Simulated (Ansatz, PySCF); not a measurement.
Potential energy curve for CH (cation, charge +1), singlet.

Levels: UHF/aug-cc-pVDZ (Ansatz, a program for electronic structure); RHF/aug-cc-pVDZ (Ansatz); UKS-PBE0 = Ansatz with unrestricted PBE0/aug-cc-pVDZ; RKS-PBE0 = restricted PBE0/aug-cc-pVDZ (Ansatz); UKS-PBE = unrestricted PBE/aug-cc-pVDZ (Ansatz); RKS-PBE = restricted PBE/aug-cc-pVDZ in Ansatz; UKS-B3LYP/6-31G* = unrestricted B3LYP/6-31G*, spherical d run with PySCF; RKS-B3LYP/6-31G* = restricted B3LYP/6-31G*, spherical d (PySCF); UKS-M06-2X/6-31G* = unrestricted M06-2X/6-31G*, spherical d (PySCF 2.14.0); RKS-M06-2X/6-31G* = restricted M06-2X/6-31G*, spherical d run with PySCF 2.14.0; UKS-B3LYP/6-311+G** = unrestricted B3LYP/6-311+G**, spherical d run with PySCF; RKS-B3LYP/6-311+G** = restricted B3LYP/6-311+G**, spherical d (PySCF).

Scanned distances (Å): 0.85, 0.91, 0.95, 1.04, 1.09, 1.10, 1.14, 1.18, 1.20, 1.27, 1.34, 1.42, 1.54, 1.70, 1.87, 2.06, 2.28, 2.51, 2.82, 3.05, 3.48, 3.93, 4.59.

Problem. Where does the unrestricted solution first break spin symmetry (<S²> of 0.01 or more)?

Solution. UHF: already at 0.85 Å; UKS-PBE0: already at 0.85 Å; UKS-PBE: already at 0.85 Å; UKS-B3LYP/6-31G*: already at 0.85 Å; UKS-M06-2X/6-31G*: already at 0.85 Å; UKS-B3LYP/6-311+G**: already at 0.85 Å.

```
R / Å  <S²> UHF  E(RHF) − E(UHF) / kcal/mol  <S²> UKS-PBE0  E(RKS-PBE0) − E(UKS-PBE0) / kcal/mol  <S²> UKS-PBE  E(RKS-PBE) − E(UKS-PBE) / kcal/mol  <S²> UKS-B3LYP/6-31G*  E(RKS-B3LYP/6-31G*) − E(UKS-B3LYP/6-31G*) / kcal/mol  <S²> UKS-M06-2X/6-31G*  E(RKS-M06-2X/6-31G*) − E(UKS-M06-2X/6-31G*) / kcal/mol  <S²> UKS-B3LYP/6-311+G**  E(RKS-B3LYP/6-311+G**) − E(UKS-B3LYP/6-311+G**) / kcal/mol
-----  --------  --------------------------  -------------  ------------------------------------  ------------  ----------------------------------  ---------------------  ----------------------------------------------------  ----------------------  ------------------------------------------------------  ------------------------  ----------------------------------------------------------
0.85       0.54                         7.5           0.42                                   3.4          0.40                                 2.9                   0.33                                                   1.9                    0.20                                                     0.6                      0.32                                                         1.9
0.91       0.53                         7.0           0.40                                   3.0          0.38                                 2.6                   0.31                                                   1.7                    0.17                                                     0.4                      0.31                                                         1.7
0.95       0.53                         6.8           0.39                                   2.8          0.37                                 2.3                   0.30                                                   1.6                    0.15                                                     0.3                      0.30                                                         1.5
1.04       0.52                         6.3           0.37                                   2.4          0.34                                 1.9                   0.28                                                   1.3                    0.13                                                     0.2                      0.28                                                         1.3
1.09       0.51                         6.1           0.36                                   2.2          0.33                                 1.7                   0.27                                                   1.2                    0.12                                                     0.2                      0.27                                                         1.2
1.10       0.51                         6.1           0.36                                   2.2          0.33                                 1.7                   0.27                                                   1.2                    0.11                                                     0.2                      0.27                                                         1.2
1.14       0.51                         6.0           0.35                                   2.1          0.32                                 1.6                   0.26                                                   1.1                    0.10                                                     0.1                      0.26                                                         1.1
1.18       0.51                         5.9           0.35                                   2.0          0.31                                 1.5                   0.26                                                   1.1                    0.09                                                     0.1                      0.26                                                         1.0
1.20       0.51                         5.8           0.35                                   2.0          0.31                                 1.5                   0.26                                                   1.0                    0.08                                                     0.1                      0.26                                                         1.0
1.27       0.51                         5.7           0.34                                   1.8          0.30                                 1.4                   0.25                                                   1.0                    0.05                                                     0.0                      0.25                                                         1.0
1.34       0.51                         5.6           0.34                                   1.8          0.30                                 1.3                   0.26                                                   1.0                    0.02                                                     0.0                      0.25                                                         0.9
1.42       0.52                         5.6           0.35                                   1.8          0.31                                 1.4                   0.26                                                   1.0                    0.00                                                     0.0                      0.26                                                         1.0
1.54       0.53                         5.7           0.37                                   2.0          0.33                                 1.6                   0.29                                                   1.2                    0.01                                                     0.0                      0.29                                                         1.1
1.70       0.69                         6.9           0.42                                   2.5          0.39                                 2.1                   0.34                                                   1.6                    0.08                                                     0.1                      0.34                                                         1.6
1.87       0.94                        14.8           0.48                                   3.5          0.46                                 3.1                   0.42                                                   2.5                    0.18                                                     0.3                      0.42                                                         2.4
2.06       1.06                        27.4           0.76                                   6.5          0.55                                 4.6                   0.66                                                   5.0                    0.56                                                     3.0                      0.66                                                         4.9
2.28       1.04                        41.3           1.00                                  14.0          0.89                                 9.0                   0.89                                                  11.0                    0.90                                                    10.5                      0.90                                                        10.9
2.51       1.02                        53.8           1.01                                  21.8          1.01                                15.6                   1.01                                                  18.2                    1.01                                                    19.2                      1.01                                                        17.9
2.82       1.01                        67.5           1.01                                  29.7          1.00                                22.5                   1.00                                                  25.8                    1.00                                                    28.6                      1.00                                                        25.2
3.05       1.01                        75.5           1.00                                  34.0          1.00                                26.1                   1.00                                                  30.0                    1.00                                                    33.8                      1.00                                                        29.2
3.48       1.01                        86.4           1.00                                  39.4          1.00                                30.7                   1.00                                                  35.2                    1.00                                                    40.5                      1.00                                                        34.1
3.93       1.01                        93.6           1.00                                  42.6          1.00                                33.3                   1.00                                                  38.2                    1.00                                                    44.6                      1.00                                                        37.1
4.59       1.01                        99.4           1.00                                  45.0          1.00                                35.2                   1.00                                                  40.4                    1.00                                                    47.7                      1.00                                                        39.3
```
